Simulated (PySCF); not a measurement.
arsenic trifluoride (AsF3), SMILES F[As](F)F. Geometry: PBE-D3(BJ)/def2-SVP.

These are PBE-D3(BJ)/def2-SVP in PySCF 2.14.0 values and carry that method's errors.

Harmonic wavenumbers (cm⁻¹): 236, 236, 305, 681, 681, 700. Rotational constants (GHz): 5.587, 5.587, 3.895; symmetry number 3.

Task: Work out the zero-point energy and the ideal-gas rigid-rotor harmonic-oscillator thermochemistry at 298.15 K and 1 atm.

Result: ZPE = ½ Σ hcν = ½ × 2840 cm⁻¹ = 16.98 kJ/mol. H − E(el) = 31.57 kJ/mol. Entropy in J/(mol K): translation 169.63, rotation 97.07, vibration 25.17, total 291.87. G − E(el) = -55.45 kJ/mol. Cp = 65.88 J/(mol K).
